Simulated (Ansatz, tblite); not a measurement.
Forces on the cluster Cu3Se⁺ at its r2SCAN-D4/def2-SVP geometry. The state is a singlet with charge 1.

The xTB rows come from tblite. The structure comes from a short search, and lower isomers may exist.

GFN1-xTB (tblite), largest force 0.59 eV/Å:

```xyz
4
positions Å, forces eV/Å
Cu   -1.286   -0.719    0.288    0.304    0.109    0.048
Cu   -0.205    1.483   -0.120    0.110   -0.280    0.109
Cu    0.701   -0.570   -1.200   -0.053    0.088    0.303
Se    0.791   -0.194    1.032   -0.361    0.083   -0.460
```

GFN2-xTB (tblite), largest force 0.45 eV/Å:

```
Cu -0.204 -0.067 -0.043
Cu -0.083 0.183 -0.097
Cu 0.018 -0.046 -0.218
Se 0.268 -0.070 0.358
```

ωB97M-V/def2-TZVP (Ansatz), largest force 0.93 eV/Å:

```
Cu -0.675 -0.505 0.395
Cu 0.023 0.925 0.115
Cu 0.608 -0.401 -0.582
Se 0.043 -0.019 0.072
```
